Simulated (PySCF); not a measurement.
**$^{29}$Si chemical shifts**

- shielding tensors at PBE0/pcSseg-1 (GIAO)
- GFN2-xTB structure
- program: PySCF 2.14
- no relativistic terms, fast rotation and ring inversion assumed for equivalent nuclei, single conformer, isolated molecule

Shieldings were converted by a linear fit to measured shifts: $^{29}$Si: δ = 279.94 − 0.822σ (rms 8.9 ppm, 72 shifts, 25.8 ppm with the 6 outliers that the fit left out vs TMS, solution or neat liquid). A few per cent of atoms miss by over 2 rms, more outside the fitted compound classes.

Question: Give the $^{29}$Si shifts of `C[Si@H](F)N([SiH3])[SiH3]`, `CC[C@@H]([SiH3])C[SiH2]C`, `CC(C)N[SiH2][SiH3]`, `C#C[C@H](C)N([SiH3])C=C`, `CNCC([SiH3])[SiH3]`, `CC(=S)OCO[SiH3]`.

Answer: 
| compound | environment | δ (ppm) |
| --- | --- | --- |
| [CH3:1][Si@H:2]([F:3])[N:4]([SiH3:5])[SiH3:6] | Si2: silicon bonded to C, F, N, H | -4.2 |
| [CH3:1][Si@H:2]([F:3])[N:4]([SiH3:5])[SiH3:6] | Si5/6: silicon bonded to N, 3 H (×2) | -52.2 |
| [CH3:1][CH2:2][C@@H:3]([SiH3:4])[CH2:5][SiH2:6][CH3:7] | Si6: silicon bonded to 2 C, 2 H | -47.4 |
| [CH3:1][CH2:2][C@@H:3]([SiH3:4])[CH2:5][SiH2:6][CH3:7] | Si4: silicon bonded to C, 3 H | -57.7 |
| [CH3:1][CH:2]([CH3:3])[NH:4][SiH2:5][SiH3:6] | Si5: silicon bonded to N, Si, 2 H | -54.3 |
| [CH3:1][CH:2]([CH3:3])[NH:4][SiH2:5][SiH3:6] | Si6: silicon bonded to Si, 3 H | -107.4 |
| C#C[C@H](C)N([SiH3])C=C | silicon bonded to N, 3 H | -51.0 |
| CNCC([SiH3])[SiH3] | silicon bonded to C, 3 H (×2) | -67.7 |
| CC(=S)OCO[SiH3] | silicon bonded to O, 3 H | -42.9 |

Question: Match the shifts 1.8, -46.8, -71.0 ppm to `C=CCN([SiH3])C1=CC1`, `[SiH3]c1nncs1`, `CS[SiH]1OCCO1`.

Answer: 1.8: CS[SiH]1OCCO1 (silicon bonded to 2 O, S, H, in a 5-membered ring); -46.8: C=CCN([SiH3])C1=CC1 (silicon bonded to N, 3 H); -71.0: [SiH3]c1nncs1 (silicon bonded to C, 3 H).
